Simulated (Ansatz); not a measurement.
Input file for Ansatz (a program for electronic structure): R-PBE/def2-TZVPP on ClGeHO (SMILES [OH][Ge][Cl]), a point of a torsion scan.

Ansatz 0.2 input:
```yaml
crystal:
  periodic: [false, false, false]
  atoms:
    - {symbol: O, position_ang: [-1.02983514, 0.14013127, 0.21239920]}
    - {symbol: Ge, position_ang: [0.45766182, 1.00379820, -0.12162973]}
    - {symbol: Cl, position_ang: [1.24624357, -0.20857721, -1.76090605]}
    - {symbol: H, position_ang: [-1.40617159, -0.63916240, -0.19402594]}
basis:
  gaussian:
    orbitals: def2-TZVPP
hamiltonian:
  xc: {name: PBE}
scf: {lower_state_search: off}
```

**Question.** Give the final energy of this run.

**Answer.** -2612.5749 hartree.
